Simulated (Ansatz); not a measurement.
The cluster Ba₂Se, relaxed as a triplet with UKS PBE-D4/def2-TZVP in Ansatz, starting from the PBE-D4/def2-TZVP geometry of the neutral singlet. Force threshold 0.02 eV/Å.

In the def2 sets Ba takes a core potential; there is no spin–orbit coupling. The relaxation made no stability test and no search for a lower SCF solution. At PBE-D4/def2-TZVP a singlet of charge 0 lies 0.24 eV below the triplet, each at its own geometry. The structure comes from a short search, and lower isomers may exist.

Start:

```xyz
3

Ba    0.989   -1.351    1.307
Ba    0.353    1.671   -1.263
Se   -1.343   -0.320   -0.044
```

```json
{"step": "1", "energy (eV)": "-66729.8430", "largest force component (eV/Å)": "0.373", "SCF passes": "69"}
{"step": "2", "energy (eV)": "-66729.9739", "largest force component (eV/Å)": "0.297", "SCF passes": "34"}
{"step": "3", "energy (eV)": "-66730.0392", "largest force component (eV/Å)": "0.261", "SCF passes": "27"}
{"step": "4", "energy (eV)": "-66730.1301", "largest force component (eV/Å)": "0.272", "SCF passes": "26"}
{"step": "5", "energy (eV)": "-66730.1744", "largest force component (eV/Å)": "0.221", "SCF passes": "24"}
{"step": "6", "energy (eV)": "-66730.1838", "largest force component (eV/Å)": "0.069", "SCF passes": "21"}
{"step": "7", "energy (eV)": "-66730.1861", "largest force component (eV/Å)": "0.013", "SCF passes": "21"}
{"step": "8", "energy (eV)": "-66730.1867", "largest force component (eV/Å)": "0.012", "SCF passes": "21"}
{"step": "9", "energy (eV)": "-66730.1869", "largest force component (eV/Å)": "0.001", "SCF passes": "21"}
```

Force components are those of the run's own axes.

End:

```xyz
3

Ba    0.768   -1.925    1.718
Ba   -0.077    2.090   -1.696
Se   -0.691   -0.165   -0.023
```

By distances, no bond broke or formed, bridged metal pairs apart. The bond that changes most is Ba1–Se3, from 2.89 to 2.87 Å (atoms count from 1). Metal–metal contacts that move far: Ba1–Ba2 4.02 to 5.34 Å.

The force fell under the threshold at step 7, but the optimiser went on. No frequencies were taken in this run, so the end may be a saddle point.

Run time 19 s (4 threads of Arm Neoverse V1 on a shared host).
